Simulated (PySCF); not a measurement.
**BiO⁻: energy against distance**

Set-up: basis Bi aug-cc-pVDZ-PP with ECP60, O aug-cc-pVDZ; scalar-relativistic core potentials; PySCF 2.14. Energies in eV from Bi + O⁻ in their ground configurations at the same level. State: ³Σ⁻ (triplet), unpaired electrons π ↑↑.

All columns are LC-ωPBE. A positive dipole points towards O; it is taken about the centre of mass and depends on that origin.

| R (Å) | E (eV) | μ (D) | Mulliken charge on Bi (basis-dependent) | HOMO (eV) | LUMO (eV) | Mayer bond order | ⟨S²⟩ |
| --- | --- | --- | --- | --- | --- | --- | --- |
| 1.725 | -1.823 | -2.78 | 0.21 | -1.53 | 4.72 | 0.81 | 2.01 |
| 1.805 | -2.598 | -3.47 | 0.18 | -1.70 | 4.68 | 0.94 | 2.01 |
| 1.886 | -2.989 | -4.12 | 0.14 | -1.88 | 4.62 | 1.06 | 2.01 |
| 1.946 | -3.101 | -4.60 | 0.12 | -2.01 | 4.57 | 1.13 | 2.01 |
| 2.006 | -3.100 | -5.06 | 0.09 | -2.14 | 4.51 | 1.19 | 2.02 |
| 2.066 | -3.012 | -5.50 | 0.07 | -2.27 | 4.45 | 1.25 | 2.02 |
| 2.146 | -2.800 | -6.08 | 0.05 | -2.44 | 4.36 | 1.30 | 2.02 |
| 2.247 | -2.434 | -6.77 | 0.02 | -2.63 | 4.23 | 1.34 | 2.02 |
| 2.367 | -1.927 | -7.46 | 0.00 | -2.79 | 4.09 | 1.26 | 2.07 |
| 2.528 | -1.183 | -8.31 | -0.02 | -2.84 | 3.87 | 1.31 | 2.07 |

A fit through these points gives, at Re = 1.974 Å, μ = -4.82 D and dμ/dR = -7.64 D/Å; the reduced mass is 14.86 u.

Q: How strong is the fundamental in the double-harmonic approximation, I = 42.26·(dμ/dR)²/μred km/mol?

A: I = 42.26·(-7.64)²/14.86 = 166 km/mol at LC-ωPBE.

Spin–orbit coupling is left out, which matters for elements this heavy, above all for dissociation energies. For an ion De counts to the pair picked by the measured ionisation energies or electron affinities, which need not be the lowest pair at this level. The state is the lowest determinant that a PBE0 search found; another state may lie lower at other levels.
